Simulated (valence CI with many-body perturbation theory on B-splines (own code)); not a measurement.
## Hg⁹⁺: input, log and results

Calculated by relativistic CI+MBPT: three valence electrons over a frozen Dirac-Fock core [Xe] 4f14, radial functions for each j: 7 s, 7 p, 8 d, 6 f, 4 g, 1 h, with the one-electron correlation potential Σ1 (screened to all orders), the two-electron term Σ2, the three-electron term Σ3, Breit, model QED; selected single and double excitations, second order for the rest, scaled by the run's own slope (own B-spline code, finite nucleus).

Command, and the settings that its task file holds:

```sh
python run_cv.py task.json out
```

```
atom Hg  Z=80  mass_number=202  rms_radius_fm=5.4648
core [Xe] 4f14
valence 5d3
avg = 1
basis = M
beyond = 1
breit = 1
cap = 32000
capref = 2200
cscale = 1
de = 0.0
dress = 0
eps = 2e-08
extrap = 1
h = 0.27
hh = 1
l2 = 3
lcore = 6
maxit = 60
n2 = 5
natural = 1
nlev = 190
nno = [4, 4, 5, 4, 3, 1]
nroot = 40
nsp = [3, 3, 3, 2, 1, 0]
pt2 = 1
qed = 1
rpa = 1
s1 = 1
s2 = 1
s3 = 1
screen = 1
tol = 2e-05
whole = 1
```

Q: Roughly how long does this run take on one core of Intel(R) Xeon(R) Processor @ 2.30GHz, and how much memory?

A: 100 s on 1 thread of Intel(R) Xeon(R) Processor @ 2.30GHz, on a shared host, peak memory 0.67 GiB.

Log. The first blocks belong to the next ion, which gives the ionisation energy. Fields: 2J, parity (1 odd), roots, reference size, generating configurations, candidates as configurations/state functions, variational space P, stored matrix elements, Davidson steps; e2 is the range of second-order energies in hartree. The first line gives the box (bohr), its intervals, the orbitals and the steps of their self-consistent field. Window is the range of levels sought, series limit the energy at which the first omitted orbital would enter, core excitation an estimate of the first excitation out of the core, left out the lowest levels not solved, and shifts from estimates the range by which levels moved from their first estimate, all in cm⁻¹.

```
rmax 12.5 intervals 62 orbitals 59 references ['5d3', '5d2 6s', '5d2 6p', '5d2 5f', '5d 6s2'] scf 6 t 2.2
2J=4 par=0 roots 2 ref 45 generators 4 cand 637/637 P 549/549 nnz 0 it 0
2J=4 par=0 roots 2 ref 45 generators 7 cand 133/133 P 630/630 nnz 0 it 0
   second order: generators 20 cand 52/52 e2 -0.00000 -0.00000
2J=6 par=0 roots 2 ref 37 generators 4 cand 610/610 P 503/503 nnz 0 it 0
2J=6 par=0 roots 2 ref 37 generators 11 cand 144/144 P 568/568 nnz 0 it 0
   second order: generators 20 cand 79/79 e2 -0.00000 -0.00000
reference levels 1448, estimated 657, window 632240 1/cm; series limit 929369, core excitation 457902
2J=3 par=0 roots 23 ref 141 generators 21 cand 4564/10024 P 2746/6565 nnz 5.4e+06 it 5
2J=3 par=0 roots 23 ref 141 generators 67 cand 7688/18100 P 4522/10874 nnz 1.3e+07 it 8
   second order: generators 152 cand 10132/23365 e2 -0.00002 -0.00000
2J=5 par=0 roots 25 ref 159 generators 20 cand 5032/12668 P 2659/7473 nnz 7.2e+06 it 6
2J=5 par=0 roots 25 ref 159 generators 76 cand 9882/26745 P 4740/13085 nnz 1.9e+07 it 9
   second order: generators 164 cand 10808/29779 e2 -0.00003 -0.00000
2J=7 par=0 roots 20 ref 136 generators 17 cand 6157/16708 P 2139/6462 nnz 5.8e+06 it 7
2J=7 par=0 roots 20 ref 136 generators 54 cand 8900/25209 P 4266/12511 nnz 1.8e+07 it 8
   second order: generators 151 cand 10470/30330 e2 -0.00002 -0.00001
2J=9 par=0 roots 14 ref 102 generators 15 cand 4735/12904 P 2299/6400 nnz 5.8e+06 it 7
2J=9 par=0 roots 14 ref 102 generators 44 cand 7014/19686 P 3628/10216 nnz 1.3e+07 it 9
   second order: generators 113 cand 9307/27100 e2 -0.00002 -0.00001
2J=1 par=0 roots 14 ref 84 generators 17 cand 3825/5997 P 3330/5234 nnz 3.2e+06 it 5
2J=1 par=0 roots 14 ref 84 generators 70 cand 6685/10469 P 4115/6507 nnz 4.5e+06 it 7
   second order: generators 160 cand 8120/12598 e2 -0.00002 -0.00000
2J=11 par=0 roots 7 ref 59 generators 14 cand 4468/12190 P 2402/6300 nnz 5.6e+06 it 7
2J=11 par=0 roots 7 ref 59 generators 33 cand 5493/14985 P 2996/7913 nnz 8.2e+06 it 8
   second order: generators 86 cand 8212/22269 e2 -0.00002 -0.00001
2J=5 par=1 roots 28 ref 160 generators 24 cand 6110/16282 P 2511/7276 nnz 6.9e+06 it 7
2J=5 par=1 roots 28 ref 160 generators 81 cand 10281/27824 P 5141/14749 nnz 2.4e+07 it 8
   second order: generators 169 cand 11201/29978 e2 -0.00003 -0.00000
2J=3 par=1 roots 26 ref 144 generators 26 cand 5571/12870 P 2680/6471 nnz 5.2e+06 it 5
...
2J=13 par=1 roots 6 ref 25 generators 25 cand 4430/11419 P 2516/5987 nnz 5.4e+06 it 5
   second order: generators 63 cand 6281/15766 e2 -0.00002 -0.00000
2J=15 par=1 roots 3 ref 9 generators 5 cand 1085/2549 P 1281/2676 nnz 1.5e+06 it 3
2J=15 par=1 roots 3 ref 9 generators 12 cand 2562/6005 P 1519/3214 nnz 2e+06 it 5
   second order: generators 29 cand 3908/9162 e2 -0.00001 -0.00001
2J=13 par=0 roots 3 ref 31 generators 8 cand 3177/7862 P 1776/4223 nnz 2.9e+06 it 4
2J=13 par=0 roots 3 ref 31 generators 18 cand 4101/10141 P 2252/5356 nnz 4.3e+06 it 6
   second order: generators 52 cand 6452/15905 e2 -0.00002 -0.00001
left out: unestimated 911002, estimated 675528, shifts from estimates -34 to 25
operators 7.0
```

The Davidson iterations converged.

No measured levels were compared; by estimate terms of the open shell hold to 2 to 4 % of their energy, and close levels can change places. Excitations out of the core, of the other parity, are not computed and may begin above about 45.4 eV (a cautious bound); beyond it only levels of the ground parity were kept, without lifetimes.

```yaml
Valence_energy: -19.17555 hartree
Ionisation_energy: "154.01 eV (NIST: 153 ± 2.2 eV (theoretical))"
Reference_configurations_for_the_orbitals: 5d3, 5d2 6s, 5d2 6p, 5d2 5f, 5d 6s2
Radial_orbitals: 59
Box_radius: 12.46 bohr
Largest_variational_space: 14749
Lowest_levels: (5d3/2^3) J=3/2 0.0, (5d3/2^2 5d5/2) J=5/2 [a] 14798, (5d3/2^2 5d5/2) J=7/2 23551, (5d3/2^2 5d5/2) J=3/2 24341, (5d3/2^2 5d5/2) J=9/2 27042, (5d3/2^2 5d5/2) J=1/2 28557, (5d3/2 5d5/2^2) J=7/2 [a] 42246, (5d3/2^2 5d5/2) J=5/2 [b] 43671, (5d3/2 5d5/2^2) J=9/2 44615, (5d3/2 5d5/2^2) J=3/2 [a] 50622, (5d3/2 5d5/2^2) J=1/2 52977, (5d3/2 5d5/2^2) J=11/2 55956, (5d3/2 5d5/2^2) J=5/2 [a] 60410, (5d3/2 5d5/2^2) J=5/2 [b] 63821 cm⁻¹
```

Levels are named by their leading jj configuration (3d3/2^4 stands for four electrons in 3d with j = 3/2), which in mixed levels can hold well under half, so a name can repeat and another be missing. Letters in brackets count levels of one name in rising energy.
